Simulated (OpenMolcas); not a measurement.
**Co7+, Rh7+, Ir7+: d² down the group**

```yaml
Program: OpenMolcas 26.06
Method: SS-RASPT2, IPEA 0.25 Eh, imaginary shift 0.1 Eh
Basis: ANO-R2
Scalar_Hamiltonian: X2C, finite nucleus
Spin-orbit_coupling: RASSI with atomic mean-field integrals over the reference wave functions, term energies averaged over their components
```

Active space for each ion: 8 electrons in 8 orbitals (RAS1 p, at most 2 holes; RAS2 d); closed shells correlated by CASPT2: Co7+ 3s; Rh7+ 4s; Ir7+ 5s.

Computed levels in cm-1 above ³F₂:

| Level | Co7+ | Rh7+ | Ir7+ |
| --- | --- | --- | --- |
| ³F₃ | 1437 | 3650 | 13230 |
| ³F₄ | 3200 | 7450 | 22500 |
| ³P₀ | 23060 | 15790 | 17940 |
| ³P₁ | 23590 | 17440 | 26380 |
| ³P₂ | 24840 | 21380 | 40330 |
| ¹G₄ | 32990 | 24310 | 37680 |
| ¹S₀ | 75580 | 53600 | 66540 |
| weight of ³F in the lowest level (%) | 100 | 96 | 86 |

Mixed levels, with the weight of the term that names them: Rh7+ ³P₂ (69 %), Ir7+ ³P₂ (56 %).

Measured, with the error of the calculation in %. Measured levels: Co7+ from Sugar and Corliss, J. Phys. Chem. Ref. Data 10, 1097 (1981); Ir7+ from van het Hof, Joshi, Wyart and Sugar, J. Res. Natl. Inst. Stand. Technol. 100, 687 (1995).

| Level | Co7+ | Ir7+ |
| --- | --- | --- |
| ³F₃ | 1430 (+0.5) | 12672 (+4.4) |
| ³F₄ | 3144 (+1.8) | 21615 (+4.1) |
| ³P₀ | 22304 (+3.4) | 17254 (+3.9) |
| ³P₁ | 22839 (+3.3) | 25221 (+4.6) |
| ³P₂ | 24055 (+3.3) | 38878 (+3.7) |
| ¹G₄ | 32360 (+2.0) | 36253 (+3.9) |
| ¹S₀ | 74247 (+1.8) | 65022 (+2.3) |

The fine-structure level ³F₄ changes by a factor of 7.03 from Co7+ to Ir7+.

Without spin-orbit coupling ³P lies 22150, 13780, 13130 cm-1 above ³F in that order; the difference to the level ³P₀, of either sign, comes from spin-orbit coupling, which also lowers the zero.

CASPT2 does not keep the components of a term degenerate, so their means are used; among the terms shown or strongly mixed into the levels shown the widest spread is 460 cm-1 (4d² ¹G, Rh7+). Active for correlation alone: 3p; no level in the range computed is led by a configuration that opens it, so any true level of that kind is missing (holds for Co7+). Active for correlation alone: 4p; no level in the range computed is led by a configuration that opens it, so any true level of that kind is missing (holds for Rh7+). Active for correlation alone: 5p; no level in the range computed is led by a configuration that opens it, so any true level of that kind is missing (holds for Ir7+). Computed and measured levels are paired by configuration, term and J; levels that our copy of the source lacks, or whose pairing is in doubt (as where it misses far off the trend of its configuration), stay unpaired and out of the deviations. Only configurations of the active space appear.
